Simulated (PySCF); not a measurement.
Cost of one run: core-ionisation job, `O=COC[SiH3]`.

Method: delta-SCF UKS PBE0, pcX-2 on the ionised atom, pcseg-1 elsewhere, spin-free X2C (PySCF 2.14.0). Geometry: PBE0-D3(BJ)/def2-SVP. Work: ΔSCF core ionisation, 6 holes, density fitting. A driver script takes a list of jobs; this job's settings line and coordinates (Å) are shown.

Command:
```bash
OMP_NUM_THREADS=1 python probes_run.py task.json out
```

Input:
```
{"job": {"kind": "xps", "xc": "PBE0"}, "charge": 0, "multiplicity": 1}
O      1.009731    -1.371857     1.320693
C      1.735931    -0.494890     0.934152
O      1.368712     0.544198     0.210459
C     -0.009841     0.666612    -0.164400
Si    -1.290641    -0.666324     0.339905
H      2.823024    -0.447409     1.143113
H     -0.357234     1.635825     0.228852
H     -0.027737     0.753803    -1.262686
H     -1.077773    -1.997554    -0.290310
H     -2.521418    -0.081008    -0.301457
H     -1.569476    -0.740553     1.799564
```

Hardware: one thread of an Arm Neoverse V2, shared host. PySCF's memory limit was set to 1760 MB.

Task: How large is the largest of the mixed bases?

Result: 146 functions.

Task: Which is nearest to the wall time?
A. 3.3 s
B. 3.6 min
C. 27 s

Result: C. The run took 27 s. The run took 91 SCF cycles in all, 4.5 s a hole on average.

Task: Estimate the peak memory.

Result: About 0.53 GiB. Peak memory is the resident size of the whole Python process, interpreter and libraries included.

Task: At this speed, how long would 20000 such jobs take on 16 cores, one job a core?

Result: 20000/16 gives 1250 rounds of 27 s, about 9.4 h of wall time and 150 core-hours, if the jobs don't slow each other.

Other jobs ran on the host; a repeat could differ by tens of per cent or more.
